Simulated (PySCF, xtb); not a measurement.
Os(O)3(OH)2 (H₂O₅Os), SMILES [O]=[Os](=[O])(=[O])([OH])[OH], multiplicity 1.

GFN2-xTB in xtb 6.7.1 at its own geometry gives an orbital gap of 1.93 eV and a dipole moment of 0.82 D.

The structure is a stationary point at B3LYP-D3(BJ)/def2-SVP. The multiplicity is an assumed one; other spin states were not compared. The def2 effective core potentials stand for the cores of Os; spin–orbit coupling is left out. The values are those of a single conformer.

Task: What does M06-2X/def2-TZVP in PySCF give? (The exact figures need the calculation; the answer reports its results.)

Result: gap 6.65 eV (levels -11.00 and -4.35 eV), dipole 0.04 D.
